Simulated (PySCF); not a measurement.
Electron correlation in Sb⁻ (antimony, charge -1)

[Kr] 4d10 5s2 5p4, high-spin 3P determinant. All numbers are calculated (PySCF 2.14, scalar relativity through the core potential, in aug-cc-pVQZ-PP with ECP28MDF (7s7p5d3f2g, 92 functions)). Frozen: 4s2 4p6 4d10; 6 electrons correlated.

```
  level  correlation energy (mhartree)
   CCSD                        -107.95
    (T)                          -5.24
CCSD(T)                        -113.19
```

Diagnostics: T1 = 0.013, D1 = 0.0295, largest double amplitude 0.040.

Cost of the coupled-cluster step: of the order of 22 core-seconds, for 6 correlated electrons.

Iterations:

```
CC2 = 0
CCSD nocc = (np.int64(4), np.int64(2)), nmo = (83, 83)
frozen orbitals [[0, 1, 2, 3, 4, 5, 6, 7, 8], [0, 1, 2, 3, 4, 5, 6, 7, 8]]
max_cycle = 100
direct = 0
conv_tol = 1e-08
conv_tol_normt = 1e-06
diis_space = 8
diis_start_cycle = 0
Init t2, MP2 energy = -0.0934346640820291
Init E_corr(UCCSD) = -0.0934346640854401
cycle = 1  E_corr(UCCSD) = -0.104019569635013  dE = -0.0105849055  norm(t1,t2) = 0.0488401
cycle = 2  E_corr(UCCSD) = -0.106608601884607  dE = -0.00258903225  norm(t1,t2) = 0.0181853
cycle = 3  E_corr(UCCSD) = -0.107960365635994  dE = -0.00135176375  norm(t1,t2) = 0.00916824
cycle = 4  E_corr(UCCSD) = -0.107980997803375  dE = -2.06321674e-05  norm(t1,t2) = 0.00315665
cycle = 5  E_corr(UCCSD) = -0.107934779654113  dE = 4.62181493e-05  norm(t1,t2) = 0.00159449
cycle = 6  E_corr(UCCSD) = -0.107948553771079  dE = -1.3774117e-05  norm(t1,t2) = 0.000699076
cycle = 7  E_corr(UCCSD) = -0.107952451619818  dE = -3.89784874e-06  norm(t1,t2) = 0.000236821
cycle = 8  E_corr(UCCSD) = -0.107951497319736  dE = 9.54300082e-07  norm(t1,t2) = 0.000125986
cycle = 9  E_corr(UCCSD) = -0.107951534043437  dE = -3.67237009e-08  norm(t1,t2) = 4.92613e-05
cycle = 10  E_corr(UCCSD) = -0.10795152930828  dE = 4.73515664e-09  norm(t1,t2) = 1.45929e-05
cycle = 11  E_corr(UCCSD) = -0.10795152951227  dE = -2.03990241e-10  norm(t1,t2) = 5.20814e-06
cycle = 12  E_corr(UCCSD) = -0.107951579374512  dE = -4.98622418e-08  norm(t1,t2) = 1.87823e-06
cycle = 13  E_corr(UCCSD) = -0.107951581026819  dE = -1.65230696e-09  norm(t1,t2) = 6.7449e-07
UCCSD converged
E(UCCSD) = -239.3840406290517  E_corr = -0.1079515810268192
UCCSD(T) correction = -0.00523962577421634
```
